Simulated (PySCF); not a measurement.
Vibration and rotation of AsS

BLYP constants of AsS, ²Π (doublet), unpaired electrons π ↑ (As def2-TZVPP, S def2-TZVPP; no relativity (PySCF 2.14); masses 74.9216 and 31.9721 u):

- ωe: 540.0 cm⁻¹
- ωexe: 1.65 cm⁻¹
- Be: 0.17814 cm⁻¹
- αe: 0.000762 cm⁻¹
- D (centrifugal): 7.75e-08 cm⁻¹
- De to As + S: 4.30 eV

Question: Give the vibrational terms G(v) and spacings up to v = 6.

Answer: G(v) = ωe(v+½) − ωexe(v+½)².

| v | G(v) (cm⁻¹) | G(v) − G(v−1) | Bv (cm⁻¹) |
| --- | --- | --- | --- |
| 0 | 269.6 |  | 0.1778 |
| 1 | 806.3 | 536.7 | 0.1770 |
| 2 | 1339.7 | 533.4 | 0.1762 |
| 3 | 1869.8 | 530.1 | 0.1755 |
| 4 | 2396.6 | 526.8 | 0.1747 |
| 5 | 2920.1 | 523.5 | 0.1739 |
| 6 | 3440.3 | 520.2 | 0.1732 |

Question: How well does the Morse estimate ωe²/(4ωexe) reproduce De, and what is D0?

Answer: It gives 5.48 eV, 127 % of the computed De. D0 = De − G(0) = 4.30 − 0.03 = 4.27 eV.

Spin–orbit coupling is left out. The state was picked by a PBE0 search and need not be the measured ground state.
